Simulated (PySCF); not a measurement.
## Orbital picture of LiI⁺

PBE0 at R = 2.737 Å; basis Li x2c-SVPall, I x2c-SVPall; spin-free X2C with a Gaussian nucleus; PySCF 2.14. State: quartet, unpaired electrons σ ↑, π ↑↑, a second solution, started from another occupation. Only the outer orbitals are listed, counted within each symmetry.

```
spin  orbital  occ.  ε (eV)  on Li (%)  main shells (%)
   α      11σ     1  -29.51          1           99 I s
   α       6π     1  -18.01          0          100 I p
   α       6π     1  -18.01          0          100 I p
   α      12σ     1  -17.20          2           98 I p
   α      13σ     1   -7.47         97          98 Li s
   α       7π     0   -4.78         92          92 Li p
   α       7π     0   -4.78         92          92 Li p
   α      14σ     0   -3.53         88   85 Li p, 9 I d
   β      10σ     1  -59.71        100         100 Li s
   β      11σ     1  -27.07          1           99 I s
   β      12σ     1  -16.25          2           98 I p
   β       6π     0  -13.54          0          100 I p
   β       6π     0  -13.54          0          100 I p
   β      13σ     0   -4.92         95          94 Li s
```

Which are the highest filled and the lowest empty level, where do they sit, and how wide is the gap?

Highest filled α 13σ at -7.47 eV (in %: 98 Li s); lowest empty β 6π at -13.54 eV (in %: 100 I p); the gap at PBE0 is -6.07 eV.

```json
{"bond order (Mayer)": "0.11", "⟨S²⟩": "3.752", "charge on Li (Mulliken, basis-dependent)": "-0.02", "charge on Li (Löwdin, basis-dependent)": "-0.14", "dipole moment (positive dipole points towards I; it is taken about the centre of mass and depends on that origin)": "-0.08 D"}
```

Spin–orbit coupling is left out. Counting both spins, an empty level lies below a filled one in this solution, because spin and occupation are held.
